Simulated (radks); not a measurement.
Problem. Species: Br2+. Configuration: [Ar] 3d10 4s2 4p2.75 5s0.25 (fractional occupations, a model configuration). All-electron calculation, scalar-relativistic Kohn-Sham, PBEsol, spin-polarised, spherical densities, finite nucleus; open shells are filled with parallel spins first; Fermi nuclear charge, rms radius 4.1629 fm. Program: a radial shooting solver on a logarithmic mesh with Libxc functionals. Some entries of the table are withheld. Estimate them.

| orbital | occ. | eigenvalue (hartree) | <1/r> (bohr^-1) | r(max) (bohr) |
|---|---|---|---|---|
| 1s up | 1 | -490.0102 | 35.64 | 0.02793 |
| 1s down | 1 | -490.0020 | 35.64 | 0.02793 |
| 2s up | 1 | -64.58798 | 7.892 | 0.1593 |
| 2s down | 1 | -64.58333 | 7.892 | 0.1593 |
| 2p up | 3 | -57.09631 | 7.727 | 0.1275 |
| 2p down | 3 | -57.08871 | 7.726 | 0.1275 |
| 3s up | 1 | -9.67374 | 2.592 | 0.4842 |
| 3s down | 1 | -9.66351 | 2.593 | 0.4843 |
| 3p up | 3 | -7.30852 | 2.440 | 0.4811 |
| 3p down | 3 | -7.29677 | 2.442 | 0.4813 |
| 3d up | 5 | -3.39293 | 2.153 | (1) |
| 3d down | 5 | -3.37721 | 2.159 | (2) |
| 4s up | 1 | -1.62506 | 0.8382 | 1.390 |
| 4s down | 1 | -1.51078 | 0.8451 | 1.375 |
| 4p up | 2.75 | -1.11975 | (3) | 1.573 |
| 4p down | 0 | -1.00393 | (4) | 1.565 |
| 5s up | 0.25 | -0.47291 | 0.3372 | 3.562 |

Solution. 
(1) 3d up r(max) (bohr): 0.4304
(2) 3d down r(max) (bohr): 0.4303
(3) 4p up <1/r> (bohr^-1): 0.7168
(4) 4p down <1/r> (bohr^-1): 0.7139
